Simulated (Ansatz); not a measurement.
Rb (SMILES [Rb]), doublet (core potentials on Rb); PBE/def2-TZVP run with Ansatz (an electronic-structure program).

Input for Ansatz:
Ansatz 0.2 input:
```yaml
crystal:
  periodic: [false, false, false]
  atoms:
    - {symbol: Rb, position_ang: [0.00000000, 0.00000000, 0.00000000]}
basis:
  gaussian:
    orbitals: def2-TZVP
hamiltonian:
  xc: pbe
magnetization: {spin_polarized: true, initial_magnetization: 1}
```

Problem. Write the output that Ansatz gives for this input, abridged.

Solution. 
```
Functional definition: PBE
218 factors; their error is unknown
mean field evaluation 1: about -655.3031 eV, gradient 1.0e0 eV
mean field evaluation 2: about -655.3087 eV, gradient 6.0e-1 eV
mean field evaluation 4: about -655.3104 eV, gradient 6.8e-3 eV
mean field evaluation 8: about -655.3104 eV, gradient 3.6e-5 eV
mean field -655.31035239 eV, -24.0822112649 hartree, gradient 3.6e-5 eV, S^2 0.750110; 0 other end points of the search recorded, 0 dependent functions left out
reference -655.31039152 eV, -24.0822127031 hartree; 5, 4 occupied and 28, 29 virtual orbitals, 218 factors
Total energy: -655.31039152 eV, -24.0822127031 hartree
```
